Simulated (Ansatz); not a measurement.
`BCB(C)F` + `[SH][GeH3]` → `B[S][GeH3]` + `CB(C)F`  (ligand exchange at a B–C bond)

Computed with Ansatz on PBE0-D4/def2-TZVP structures; ΔE is electronic, products minus reactants. CBS: MP2 limit from def2 TZ/QZ plus the TZ coupled-cluster correction, frozen cores. For Ge outer-core shells are correlated without core-valence functions, which leaves a few kJ/mol of doubt a bond. Scalar relativity is left out up to krypton. One conformer a species, not always the lowest.

```tsv
level	ΔE (eV)
SCS-MP2/def2-TZVPP	-0.85
CCSD/def2-TZVPP	-0.82
```

(1) What does CCSD(T)/CBS give? (An estimate is asked.)

Largest T1 diagnostic among the species: 0.014.

## Answers

(1) Ansatz gave: -0.84 eV. The listed levels differ from it by -0.01, 0.02 eV.

In def2-TZVPP, CCSD(T) changes the Hartree–Fock value by −0.07 eV (the triples alone add −0.03 eV) and MP2 by −0.09 eV.
